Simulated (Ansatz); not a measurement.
Species: HAlBr, SMILES `[AlH][Br]` (charge 0, multiplicity 2).

Question: Give a relaxed geometry from r2SCAN-D4/def2-TZVP in Ansatz (an electronic-structure program).

Answer: the end point of this relaxation (outside a Z-matrix the atoms follow the SMILES, hydrogens last).
Bonded distances (Å): Al1–Br2 2.276, Al1–H3 1.601. Bond angles (°): Br2–Al1–H3 115.8.
